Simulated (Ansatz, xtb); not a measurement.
# C2H6Ga: which of two isomers lies lower

Structure a: `[CH3][Ga][CH3]`, a doublet. Structure b: `C[CH2][GaH]`, a doublet. Both are isolated molecules in the gas phase, relaxed with PBE0-D3(BJ)/def2-SVP; the shapes shown needn't be the lowest conformers.

a (Å):

```xyz
9

C    -0.0146    1.5032   -1.5369
C    -0.1405    0.6092    1.7643
Ga   -0.8350    0.3885   -0.0960
H    -0.1783    2.5678   -1.2973
H     1.0742    1.3260   -1.5513
H    -0.4235    1.2976   -2.5352
H    -0.6162   -0.0626    2.4913
H     0.9475    0.4265    1.7648
H    -0.3058    1.6527    2.0824
```

b (Å):

```yaml
atoms:
  - { symbol: C, position_ang: [-0.3023, 0.2270, -0.2635] }
  - { symbol: C, position_ang: [1.0827, 0.4455, -0.8608] }
  - { symbol: Ga, position_ang: [-0.5751, 1.0918, 1.5258] }
  - { symbol: H, position_ang: [1.1846, -0.0374, -1.8484] }
  - { symbol: H, position_ang: [0.6017, 1.9981, 2.1410] }
  - { symbol: H, position_ang: [1.8776, 0.0348, -0.2182] }
  - { symbol: H, position_ang: [-0.5306, -0.8464, -0.1433] }
  - { symbol: H, position_ang: [1.3070, 1.5150, -0.9996] }
  - { symbol: H, position_ang: [-1.0962, 0.6201, -0.9234] }
```

Question: Estimate E(b) − E(a) at the level CCSD(T)/def2-SVP + ΔMP2/def2-TZVPP.

Answer: Calculated at CCSD(T)/def2-SVP + ΔMP2/def2-TZVPP: E(b) − E(a) = +11.8 kcal/mol, so structure a lies lower.

How the difference moves with the method:

| level | geometry | E(b) − E(a) (kcal/mol) | departure from the last row (kcal/mol) | job, with rough time for the two |
| --- | --- | --- | --- | --- |
| GFN2-xTB | GFN2-xTB | −2.8 | −14.6 | optimisation, 0.25 s |
| HF/STO-3G | GFN2-xTB | +25.6 | +13.8 | single point, 3.5 s |
| r2SCAN-D4/def2-SVP | GFN2-xTB | +15.5 | +3.6 | single point, 5.6 s |
| PBE0-D3(BJ)/def2-SVP | PBE0-D3(BJ)/def2-SVP | +9.1 | −2.8 | optimisation, 48 s |
| HF/def2-SVP | PBE0-D3(BJ)/def2-SVP | +8.4 | −3.4 | part of the CCSD(T) run |
| MP2/def2-SVP | PBE0-D3(BJ)/def2-SVP | +9.6 | −2.2 | part of the CCSD(T) run |
| CCSD(T)/def2-SVP | PBE0-D3(BJ)/def2-SVP | +8.6 | −3.2 | single point |
| CCSD(T)/def2-SVP + ΔMP2/def2-TZVPP | PBE0-D3(BJ)/def2-SVP | +11.8 |  | single point, 40 s |

As drawn, b has 1 C–C, 1 Ga–H in place of 1 C–Ga, 1 C–H.

GFN2-xTB puts the two in the other order. The largest departure from CCSD(T)/def2-SVP + ΔMP2/def2-TZVPP is that of GFN2-xTB, 14.6 kcal/mol. A small imaginary or near-zero mode remains, so no thermal terms are given. The last row adds to CCSD(T) the change of the MP2 difference between the two basis sets, here +3.2 kcal/mol, a large step that makes the value less sure.

Open shells are spin-unrestricted, with notable spin contamination under HF/STO-3G. The correlated steps freeze 11 core orbitals; the filled d shell of Ga is correlated, in a basis made for valence electrons. Run with Ansatz 0.2.0, xtb 6.7.1; the last row on 2 threads of Arm Neoverse V1 on a shared host.
